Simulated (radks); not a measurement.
Effect of the nuclear size on neutral bromine, [Ar] 3d10 4s2 4p5. Method: Dirac Kohn-Sham, relativistic LDA (MacDonald-Vosko exchange, VWN5 correlation), spin-unpolarised, spherical densities, finite nucleus; open shells fill j = l - 1/2 first; Fermi nuclear charge, rms radius 4.1629 fm; computed with a radial shooting solver on a logarithmic mesh with Libxc functionals. The rms radius is varied about that value; shifts are against it.

rms radius (fm) = 3.5884: total energy shift (eV) -0.138; density at nucleus (e/bohr^3) 4.442e+04; 1s1/2 shift (meV) -58.3; 2s1/2 shift (meV) -5.86; 3p1/2 shift (meV) 0.086; 4s1/2 shift (meV) -0.097
rms radius (fm) = 4.0047: total energy shift (eV) -0.0399; density at nucleus (e/bohr^3) 4.405e+04; 1s1/2 shift (meV) -16.8; 2s1/2 shift (meV) -1.69; 3p1/2 shift (meV) 0.025; 4s1/2 shift (meV) -0.028
rms radius (fm) = 4.1629: total energy shift (eV) 0; density at nucleus (e/bohr^3) 4.392e+04; 1s1/2 shift (meV) 0.000; 2s1/2 shift (meV) 0.000; 3p1/2 shift (meV) 0.000; 4s1/2 shift (meV) 0.000
rms radius (fm) = 4.4585: total energy shift (eV) 0.0783; density at nucleus (e/bohr^3) 4.369e+04; 1s1/2 shift (meV) 33.1; 2s1/2 shift (meV) 3.33; 3p1/2 shift (meV) -0.049; 4s1/2 shift (meV) 0.055
rms radius (fm) = 5.1245: total energy shift (eV) 0.273; density at nucleus (e/bohr^3) 4.324e+04; 1s1/2 shift (meV) 115; 2s1/2 shift (meV) 11.6; 3p1/2 shift (meV) -0.170; 4s1/2 shift (meV) 0.192

Slopes of the eigenvalues against <r^2> in GHz/fm^2, as finite differences over the two radii next to the reference (eigenvalue slopes, not the field-shift constants of lines): 1s1/2 3140, 2s1/2 316, 3p1/2 -4.64, 4s1/2 5.24.
